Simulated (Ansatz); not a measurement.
Which is lower?

Two relaxed structures of MgAlHClF, singlet (PBE0-D4/def2-TZVP; forces vanish, vibrations not checked).

A:

```
atom    x (Å)    y (Å)    z (Å)
  F1  -0.4048  -2.5822   2.2036
 Mg2  -0.1261  -1.2513   1.0903
 Al3   0.3025   0.7911  -0.6176
 Cl4  -1.3887   1.4198  -1.7307
  H5   1.6171   1.6226  -0.9456
```

B:

```
5
angstrom
F -0.8180 -2.5863 2.5882
Mg -0.1724 -1.4871 1.3826
Al 0.7353 0.3013 -0.2663
Cl 0.8294 -1.9150 -0.8882
H 1.3497 1.1816 -1.4453
```

Ansatz 0.2.0; basis: def2-TZVPP; cores frozen in the correlated methods. The outer core shell of Li, Na, Mg and K is correlated. The def2 sets are not built for correlating such inner shells, so the correlated values are less sure here. B3LYP uses VWN-RPA correlation.

(1) Which structure is lower at CCSD(T), and by how much? (To be estimated.)

T1 diagnostic: at most 0.012.

## Answers

(1) By the calculation: A, by 5.19 kcal/mol (electronic energy, against the other). By their contacts, A is MgAlHClF ([F][Mg][AlH][Cl]) and B is MgAlHClF ([F][Mg]1[AlH][Cl]1).

All methods give the same order:

```json
{"method": "PBE-D4", "E(B) − E(A) (kcal/mol)": "4.23"}
{"method": "r2SCAN-D4", "E(B) − E(A) (kcal/mol)": "4.08"}
{"method": "PBE0-D4", "E(B) − E(A) (kcal/mol)": "5.05"}
{"method": "B3LYP-D4", "E(B) − E(A) (kcal/mol)": "5.43"}
{"method": "wB97M-V", "E(B) − E(A) (kcal/mol)": "3.93"}
{"method": "HF", "E(B) − E(A) (kcal/mol)": "8.63"}
{"method": "MP2", "E(B) − E(A) (kcal/mol)": "5.45"}
{"method": "CCSD", "E(B) − E(A) (kcal/mol)": "5.73"}
{"method": "CCSD(T)", "E(B) − E(A) (kcal/mol)": "5.19"}
```

Labels in which every atom is bracketed show which atoms are joined, not bond orders.

For scale, one of the runs: CCSD(T)/def2-TZVPP, 161 basis functions, launched by `ansatz run in.yaml --threads 2 --pin off --events-out ev --progress --plain --max-ram 4352MiB`. The run took 47 s on 2 CPU threads of an Arm Neoverse V1 (shared host), with 1.2 GiB of host memory at its peak.
